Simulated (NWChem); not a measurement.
System: CoBrCl, quartet; SMILES [Cl][Co][Br]

Program: NWChem. Spin-unrestricted. Medium grid unless said otherwise, to which SCAN and Minnesota functionals are sensitive. Coordinates come from a PBE0/def2-SVP, spin-unrestricted optimisation. This spin state was assumed; another may lie lower. No stability test was run on the SCF state.

For level M06/def2-SVP:

```
Quantity                                                     Result
-----------------------------------------------------------  ------
highest occupied level (eV)                                   -8.54
lowest empty minus highest occupied level, either spin (eV)    4.34
dipole (D)                                                     0.16
```

**Question.** How do the values read with level MPW1K/def2-SVP instead?

**Answer.** 
- highest occupied level (eV) = -9.41
- lowest empty minus highest occupied level, either spin (eV) = 6.07
- dipole (D) = 0.05
